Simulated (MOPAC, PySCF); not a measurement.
H₄O₄Si, SMILES `O[Si](O)(O)O`, neutral singlet in the gas phase. 

Cartesian coordinates (Å):
SMILES: O[Si](O)(O)O
```xyz
9

O     -0.3939     1.0797     1.1572
Si     0.0000     0.0000     0.0000
O      0.5451     0.8652    -1.2705
O      1.1862    -1.0516     0.3837
O     -1.3375    -0.8934    -0.2704
H     -0.9807     0.7720     1.8492
H      0.1039     1.6979    -1.4435
H      2.0858    -0.7327     0.3000
H     -1.2090    -1.7372    -0.7057
```
Charge 0, spin multiplicity 1.

All levels are single points at this geometry (PBE0-D4/def2-TZVP); Pople sets use spherical d functions. Orbital energies aren't observables, and empty levels follow the basis.

SVWN5/6-31G* in PySCF gives HOMO (eV) = -7.01.

Task: Estimate the HOMO (eV) from each of these levels: PBE-D3(BJ)/def2-TZVP in PySCF; PBE0-D4/def2-TZVP in PySCF; B3LYP/3-21G in PySCF; B3LYP/6-31G* in PySCF; B3LYP/LANL2DZ in PySCF; M06-2X/6-31G* in PySCF; PBE/6-31G* in PySCF; HF/STO-3G in PySCF; AM1 in MOPAC; PM3 in MOPAC; PM6 in MOPAC; PM7 in MOPAC.

Result: 
| level | HOMO (eV) |
|---|---|
| PBE-D3(BJ)/def2-TZVP in PySCF | -7.33 |
| PBE0-D4/def2-TZVP in PySCF | -9.11 |
| B3LYP/3-21G in PySCF | -7.97 |
| B3LYP/6-31G* in PySCF | -8.40 |
| B3LYP/LANL2DZ in PySCF | -8.98 |
| M06-2X/6-31G* in PySCF | -10.53 |
| PBE/6-31G* in PySCF | -6.86 |
| HF/STO-3G in PySCF | -9.61 |
| AM1 in MOPAC | -12.34 |
| PM3 in MOPAC | -10.71 |
| PM6 in MOPAC | -12.16 |
| PM7 in MOPAC | -11.94 |
